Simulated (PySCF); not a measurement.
copper atom (Cu), doublet.

The PySCF input:
```python
from pyscf import gto, scf

mol = gto.Mole()
mol.atom = '''
    Cu    0.000000    0.000000    0.000000
'''
mol.basis = 'def2-sv(p)'
mol.charge = 0
mol.spin = 1
mol.verbose = 4
mol.build()

mf = scf.UHF(mol)
mf.kernel()
```

Problem. What does this run give for the dipole moment, <S^2>, total energy, number of basis functions?

Solution. 
```yaml
dipole_moment: 0.00 D
"<S^2>": 0.751
total_energy: -1638.6886 Eh
number_of_basis_functions: 24
```

These values belong to the state on which the SCF converged, which isn't shown to be the lowest.
